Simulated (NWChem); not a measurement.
Species: C₂H₆ClFSi; SMILES CC[SiH](F)Cl

```xyz
11

Si     0.5746     0.1357    -0.4986
F      1.7454    -0.0262     0.6359
Cl    -0.7075     1.6372     0.1479
C     -0.3677    -1.4725    -0.6478
C     -1.0518    -1.9248     0.6500
H      1.2319     0.5856    -1.7651
H     -1.1076    -1.3410    -1.4682
H      0.3554    -2.2372    -1.0101
H     -1.7717    -1.1614     1.0076
H     -1.6064    -2.8738     0.5073
H     -0.3106    -2.0854     1.4586
```
Atoms are numbered in this order, from 1.

Results from NWChem. Pople sets run with spherical d functions. Geometry: optimised at PBE-D3(BJ)/def2-SVP. Total energies compare along this basis series because the functional is fixed.

```tsv
level	basis functions	energy (Ha)	highest occupied level (eV)	orbital gap (eV)	dipole (D)
TPSS/STO-3G	39	-918.7637	-4.09	7.76	2.73
TPSS/3-21G	65	-924.8013	-7.56	7.65	2.90
TPSS/6-31G*	90	-929.5004	-7.42	7.61	2.40
TPSS/6-31+G*	110	-929.5124	-7.58	7.10	2.45
TPSS/6-311G**	142	-929.6104	-7.61	[?]	[?]
TPSS/6-311++G**	168	-929.6158	-7.62	7.00	2.46
```

### Question
Some entries are withheld; supply them.

### Answer

- TPSS/6-311G**, orbital gap (eV): 7.43
- TPSS/6-311G**, dipole (D): 2.52
